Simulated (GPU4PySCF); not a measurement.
DABNA-1 (C30H21BN2), SMILES c1cc2c3c(N(c4ccccc4)c4c(cccc4)B3c3c(cccc3)N2c2ccccc2)c1.

Coordinates come from a B3LYP-D3(BJ)/def2-SVP optimisation. The values are those of a single conformer.

Two levels are set side by side: PBE/def2-SVP (GPU4PySCF) and r2SCAN/def2-SVP (GPU4PySCF). Same geometry, gas phase. Differences are taken from unrounded values.

```
quantity                     r2SCAN    PBE  PBE minus r2SCAN
---------------------------  ------  -----  ----------------
orbital gap (eV)               2.65   2.41             -0.23
highest occupied level (eV)   -4.57  -4.38              0.19
lowest empty level (eV)       -1.92  -1.97             -0.05
dipole moment (D)              2.49   2.58              0.08
mean polarisability (bohr³)   378.0  385.1               7.2
```
